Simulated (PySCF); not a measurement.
# Relaxation of doublet IrO₂

These are results of UPBE0 in PySCF with Ir def2-TZVP with ECP60, O def2-TZVP; scalar-relativistic core potentials, no spin–orbit coupling; density-fitted integrals, not measurements. A (50,194) grid was used.

A hand-made side-on start, of C2v symmetry, held to at least that symmetry:

```xyz
3
charge 0 multiplicity 2, angstrom
Ir    0.0000    0.0000   -0.2492
O     0.7000    0.0000    1.5032
O    -0.7000    0.0000    1.5032
```

**Question.** What does it relax to?

**Answer.** It ends at C2v with Ir–O 1.887 Å (×2), O–O 1.353 Å; Ir–O–O 69.0° (×2), O–Ir–O 42.0°. A frequency run shows a minimum. Other isomers or separated fragments may lie lower.

**Question.** How much energy is released, and in how many steps?

**Answer.** 3.1 kJ/mol in 3 steps.

Open d and f shells are described by one determinant, and the ground state may have another occupation or spin. With an element this heavy the missing spin–orbit coupling can shift these numbers.

The relaxation took about 40 core-seconds on a shared host.
